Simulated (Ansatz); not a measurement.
C6H18W, SMILES `[CH3][W]([CH3])([CH3])([CH3])([CH3])[CH3]`, relaxed with RKS PBE0-D4/def2-TZVP in Ansatz from a GFN2-xTB geometry. The force threshold is 0.005 eV/Å; the program also tests the step.

The species carries charge 0 and has multiplicity 1. W: def2 effective core potential.

Start:

```xyz
25

C    -0.757    2.160    0.139
W     0.001    0.001    0.000
C     2.115    0.783   -0.408
C    -0.694    0.086   -2.184
C     0.880   -2.082   -0.384
C     0.448    0.021    2.248
C    -1.992   -0.968    0.588
H    -0.445    2.806   -0.700
H    -0.431    2.715    1.034
H    -1.857    2.260    0.150
H     2.293    1.832   -0.115
H     2.424    0.747   -1.467
H     2.912    0.226    0.116
H    -0.750   -0.888   -2.697
H    -1.702    0.514   -2.322
H    -0.057    0.699   -2.846
H     1.529   -2.464    0.423
H     0.139   -2.885   -0.532
H     1.518   -2.145   -1.283
H     1.300    0.653    2.550
H     0.684   -0.967    2.680
H    -0.384    0.387    2.874
H    -2.557   -1.421   -0.244
H    -2.717   -0.280    1.057
H    -1.901   -1.789    1.321
```

Problem. How much energy does the relaxation release, and in how many steps? (Estimate.)

Solution. Computed: 384.55 kJ/mol, in 16 steps.

Problem. Which bonds change most? (An estimate is asked.)

Solution. The calculation gave: C1–W2 from 2.293 to 2.126 Å; W2–C6 from 2.292 to 2.126 Å; W2–C3 from 2.291 to 2.126 Å; W2–C5 from 2.293 to 2.178 Å.

Problem. Give the relaxed structure. (Estimate.)

Solution. Computed: 
```xyz
25

C    -0.254    2.186   -0.396
W     0.089    0.146    0.097
C     2.207    0.321    0.152
C    -1.252    0.043   -1.615
C     0.779   -1.602   -1.004
C    -0.175    0.413    2.190
C    -1.335   -1.410    0.640
H    -0.085    2.469   -1.435
H     0.453    2.742    0.236
H    -1.266    2.489   -0.111
H     2.395    1.151    0.849
H     2.598    0.612   -0.827
H     2.758   -0.554    0.500
H    -1.629   -0.941   -1.884
H    -2.100    0.719   -1.460
H    -0.668    0.434   -2.458
H     1.288   -2.225   -0.258
H     0.017   -2.204   -1.494
H     1.524   -1.298   -1.746
H     0.348    1.353    2.414
H     0.322   -0.387    2.749
H    -1.203    0.496    2.543
H    -1.598   -2.126   -0.136
H    -2.243   -0.873    0.940
H    -0.968   -1.955    1.516
```
